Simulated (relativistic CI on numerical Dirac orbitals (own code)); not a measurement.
## Spin-allowed bands of a d2 ion in an octahedral site, by hand

Problem. Take Δ = 26000 cm⁻¹ and B = 800 cm⁻¹ for a d2 ion in an octahedral site. Calculate the three spin-allowed bands.

Working.
1. The terms of highest spin are 3F (energy 0) and 3P (15B = 12000 cm⁻¹). Here the F term splits into A2 at +1.2Δ = 31200, T2 at +0.2Δ = 5200 and T1 at −0.6Δ = -15600 cm⁻¹.
2. The two T1 states mix through the element 0.4Δ: H = [[-15600, 10400], [10400, 12000]], with roots ½(H₁₁ + H₂₂) ∓ ½√[(H₂₂ − H₁₁)² + 4H₁₂²] = ½(-3600) ∓ ½(34560) = -19080 and 15480 cm⁻¹.
3. The ground term is 3T1 at -19080 cm⁻¹.
4. Bands: 3T2 24280 cm⁻¹ (412 nm), 3T1(P) 34560 cm⁻¹ (289 nm), 3A2 50280 cm⁻¹ (199 nm).

Check. Exact diagonalisation of the whole d2 shell with these parameters gives 3T2 24280, 3T1 34560, 3A2 50280 cm⁻¹. The match is exact, since without spin-orbit coupling no other term has this spin. The ratio of the second band to the first, 1.423, depends on Δ/B = 32.5 alone, which is how a Tanabe-Sugano diagram is read.
